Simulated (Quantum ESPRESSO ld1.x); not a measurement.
Q: These are the eigenvalues of the occupied orbitals of an atom or ion with whole-number occupations (eV). Calculated with ld1.x of Quantum ESPRESSO 7.5: scalar-relativistic Kohn-Sham, LDA (Slater exchange, VWN5 correlation), spin-polarised, spherical densities, point nucleus.

1s up: -73835.2
1s down: -73835.2
2s up: -12873.0
2s down: -12872.8
2p up: -11214.8
2p down: -11214.6
3s up: -3007.05
3s down: -3006.94
3p up: -2520.26
3p down: -2520.15
3d up: -1975.75
3d down: -1975.59
4s up: -646.083
4s down: -645.859
4p up: -486.372
4p down: -486.146
4d up: -288.147
4d down: -287.875
5s up: -107.959
5s down: -106.233
4f up: -67.8021
5p up: -67.3765
4f down: -67.3569
5p down: -65.2388
5d up: -22.4162
5d down: -19.9679
7f up: -1.3902

Which element is it, and in what charge state? The configuration may be excited. Open shells, if any, are filled with parallel spins first.

A: Z = 76, osmium, charge +1: Os+ in [Xe] 4f14 5d6 7f1. The list shows which subshells hold electrons but not how many an open one holds; the 1s level, -2713.4 hartree, gives Z - s = 73.7 by -(Z - s)^2/2, which with screening and relativity narrows Z to a few neighbours, and the depths of the outer levels then fix element, charge and occupations together.
